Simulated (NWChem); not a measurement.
Molecule: Si₂H₃F, singlet; SMILES F[Si][SiH3]

All runs: NWChem. Low-valent species are run as closed-shell singlets; no triplet was tried in these runs. All runs use the structure optimised with PBE-D3(BJ)/def2-SVP. Ions are spin-unrestricted doublets at the neutral geometry; other ion states weren't tried.

| level | vertical ionisation energy, ΔSCF (eV) | −ε(HOMO) (eV) | ΔSCF minus −ε(HOMO) (eV) |
|---|---|---|---|
| B3LYP/def2-SVPD | 8.69 | 6.39 | 2.30 |
| PBE/def2-SVPD | [?] | [?] | [?] |
| Hartree-Fock/def2-SVPD | 7.85 | 8.81 | -0.96 |
| LRC-wPBEh/def2-SVPD | 8.68 | 8.33 | 0.35 |
| LDA (Slater exchange, VWN5)/def2-SVPD | 8.70 | 5.65 | 3.05 |

Task: Complete the blanks.

Result: 
- PBE/def2-SVPD, vertical ionisation energy, ΔSCF (eV): 8.54
- PBE/def2-SVPD, −ε(HOMO) (eV): 5.57
- PBE/def2-SVPD, ΔSCF minus −ε(HOMO) (eV): 2.97
